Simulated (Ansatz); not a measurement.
Input for Ansatz (development build ahead of 0.2.0):

```yaml
crystal:
  periodic: [false, false, false]
  atoms:
    - { symbol: Be, position_ang: [0.00303, 0.01277, -2.21509] }
    - { symbol: Be, position_ang: [0.01806, -0.00051, -0.00857] }
    - { symbol: Be, position_ang: [-0.01175, -0.01585, 2.19673] }
basis:
  gaussian: { orbitals: "6-31G" }
hamiltonian:
  xc: hf
output:
  forces: true
```

The input is written out in the form of the current development build from the run's settings.

Results

```json
{
 "Converged": "yes",
 "Total energy": "-43.67003 hartree"
}
```

Forces (eV/Å):
```tsv
atom	Fx	Fy	Fz
Be1	-0.010	0.006	-1.049
Be2	0.028	0.001	-0.005
Be3	-0.017	-0.007	1.055
```
